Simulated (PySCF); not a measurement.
ClISe. Atoms are numbered in the order given.

```xyz
3

Se     0.7779    -0.9894     0.0000
Cl    -1.0141    -2.2409     0.0000
I     -0.1738     1.3535     0.0000
```
Charge 0, spin multiplicity 1.

The structure is a stationary point at B3LYP-D3(BJ)/def2-TZVP. The def2 effective core potentials stand for the cores of I; spin–orbit coupling is left out.

Calculation: B3LYP-D3(BJ)/def2-TZVP (PySCF).

Frequencies are harmonic and unscaled.

Computed vibrational spectrum:
```csv
mode,ν (cm⁻¹),IR (km/mol),moving atoms (share of kinetic energy)
1,115,0.2,"Cl 62 %, I 21 %, Se 17 %"
2,242,8.1,"Se 64 %, I 36 %"
3,391,35.2,"Cl 69 %, Se 31 %"
```
